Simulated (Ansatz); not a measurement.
Computed with Ansatz on PBE0-D4/def2-TZVP structures; ΔE is electronic, products minus reactants. CBS: MP2 limit from def2 TZ/QZ plus the TZ coupled-cluster correction, frozen cores. DFT in def2-TZVPP. One conformer a species, not always the lowest.

Consider the cleavage of the Si–Si bond: `[SiH3]O[SiH2][SiH3]` + `CN[SiH3]` → `CN([SiH3])[SiH3]` + `[SiH3]O[SiH3]`.

CCSD(T)/CBS gives -60.1 kJ/mol.

Problem. Another level gave -53.8 kJ/mol. Which?
A. r2SCAN0-D4/def2-TZVPP
B. SCS-MP2/def2-TZVPP
C. CAM-B3LYP/def2-TZVPP
D. revPBE-D4/def2-TZVPP

Solution. A. r2SCAN0-D4 -53.8, CAM-B3LYP -58.4, SCS-MP2/def2-TZVPP -71.9, revPBE-D4 -41.3 kJ/mol.

Problem. What do rigid-rotor, harmonic-oscillator terms from PBE0-D4/def2-TZVP frequencies (298.15 K, 1 bar) make of the CCSD(T)/CBS value? (Best estimate.)

Solution. Ansatz gave: ΔZPE = -4.2 kJ/mol, ΔH = -65.0 kJ/mol, ΔS = -8 J/(mol·K), ΔG = -62.7 kJ/mol. Modes under 50 cm⁻¹ make the entropy rough.

Largest T1 diagnostic among the species: 0.012.

The D4 term adds −3.2 kJ/mol with B3LYP and −1.5 kJ/mol with PBE0; it sums over pairs of atoms, weighted by their polarisabilities, and B3LYP, whose exchange is more repulsive, gets the larger term. From BLYP to BHLYP (50 % exact exchange), in def2-TZVPP and without D4, ΔE moves by −14.0 kJ/mol.

B3LYP here is the variant with VWN-RPA as its local correlation; programs differ in this.
